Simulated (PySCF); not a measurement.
This script is equivalent to a calculation on Sn(3+) (tin, charge +3).

```python
from pyscf import gto, scf, dft, mp, cc
import basis_set_exchange as bse
mol = gto.M(atom="Sn 0 0 0", charge=3, spin=1, symmetry="D2h",
            basis=gto.basis.parse(bse.get_basis("x2c-QZVPPall", elements=["Sn"], fmt="nwchem")),
            nucmod="G")
mf = dft.UKS(mol, xc="TPSS").sfx2c1e()
mf.irrep_nelec = {'Ag': (9, 8), 'B1g': (2, 2), 'B2g': (2, 2), 'B3g': (2, 2), 'B1u': (3, 3), 'B2u': (3, 3), 'B3u': (3, 3)}
mf.kernel()
```

Q: What total energy does it give?

A: -6174.38 hartree (calculated).

Q: Which occupied shell lies highest, and where?

A: 5s α, at -36.242 eV.

Q: What is ⟨S²⟩, and what would a pure spin state give?

A: 0.750, against 0.75.
